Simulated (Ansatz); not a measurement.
Dissociation curve of HCl (cation, charge +1), doublet.

Levels of theory: ROHF/aug-cc-pVDZ (Ansatz, an electronic-structure program); ROMP2 = Ansatz with MP2 on ROHF/aug-cc-pVDZ, frozen core; UHF/aug-cc-pVDZ (Ansatz); UMP2 = MP2 on UHF/aug-cc-pVDZ, frozen core in Ansatz; UCCSD = Ansatz with CCSD on UHF/aug-cc-pVDZ, frozen core; UCCSD(T) = CCSD(T) on UHF/aug-cc-pVDZ, frozen core (Ansatz); UCCSDT = CCSDT on UHF/aug-cc-pVDZ, frozen core (Ansatz); UCCSDT(Q) = Ansatz with CCSDT(Q) on UHF/aug-cc-pVDZ, frozen core; UKS-PBE = Ansatz with unrestricted PBE/aug-cc-pVDZ; UKS-PBE0 = unrestricted PBE0/aug-cc-pVDZ (Ansatz); FCI = full CI/aug-cc-pVDZ, frozen core (Ansatz).

All curves are set to zero at 1.32 Å and compared with full CI in the same basis at 1.32, 1.37, 1.40, 1.48, 1.54, 1.64, 1.80, 2.01, 2.17, 2.36, 2.62, 2.89, 3.18, 3.54, 3.98, 4.66, 5.28 Å.

Q: Order the methods by the spread of their error (largest minus smallest) over these points.

A: UCCSDT(Q) has the smallest spread and UKS-PBE the largest. In order (kcal/mol): UCCSDT(Q) 0.10, UCCSDT 0.26, UCCSD(T) 2.04, UCCSD 3.19, UMP2 11.29, ROHF 17.47, ROMP2 18.93, UKS-PBE0 19.30, UHF 26.67, UKS-PBE 31.37.

Errors against full CI at some of the points (kcal/mol):

```json
[
 {"method": "UCCSDT(Q)", "1.64 Å": "0.0", "2.01 Å": "0.0", "2.62 Å": "0.0", "3.18 Å": "0.0", "5.28 Å": "0.0"},
 {"method": "UCCSDT", "1.64 Å": "0.0", "2.01 Å": "0.1", "2.62 Å": "0.2", "3.18 Å": "0.2", "5.28 Å": "-0.1"},
 {"method": "UCCSD(T)", "1.64 Å": "0.1", "2.01 Å": "0.6", "2.62 Å": "1.8", "3.18 Å": "1.5", "5.28 Å": "-0.2"},
 {"method": "UCCSD", "1.64 Å": "0.5", "2.01 Å": "1.4", "2.62 Å": "2.3", "3.18 Å": "0.9", "5.28 Å": "-0.9"},
 {"method": "UMP2", "1.64 Å": "1.2", "2.01 Å": "7.8", "2.62 Å": "7.2", "3.18 Å": "2.0", "5.28 Å": "-1.8"},
 {"method": "ROHF", "1.64 Å": "3.6", "2.01 Å": "7.8", "2.62 Å": "11.5", "3.18 Å": "12.7", "5.28 Å": "17.5"},
 {"method": "ROMP2", "1.64 Å": "1.3", "2.01 Å": "3.1", "2.62 Å": "5.9", "3.18 Å": "9.0", "5.28 Å": "18.9"},
 {"method": "UKS-PBE0", "1.64 Å": "-0.2", "2.01 Å": "0.1", "2.62 Å": "-6.1", "3.18 Å": "-12.9", "5.28 Å": "-19.2"},
 {"method": "UHF", "1.64 Å": "3.5", "2.01 Å": "4.5", "2.62 Å": "-7.4", "3.18 Å": "-16.5", "5.28 Å": "-21.7"},
 {"method": "UKS-PBE", "1.64 Å": "-2.6", "2.01 Å": "-4.6", "2.62 Å": "-12.5", "3.18 Å": "-21.3", "5.28 Å": "-31.4"}
]
```

The T1 diagnostic of CCSD on the restricted reference of ROMP2 exceeds 0.045 at 2.36 to 5.28 Å. The unrestricted determinant behind UHF, UMP2, UCCSD, UCCSD(T), UCCSDT, UCCSDT(Q) is spin-contaminated at 2.01 to 5.28 Å (<S²> up to 1.8, against 0.75 for a pure doublet). The unrestricted determinant behind UKS-PBE is spin-contaminated at 2.36 to 5.28 Å (<S²> up to 1.3, against 0.75 for a pure doublet). The unrestricted determinant behind UKS-PBE0 is spin-contaminated at 2.17 to 5.28 Å (<S²> up to 1.3, against 0.75 for a pure doublet).
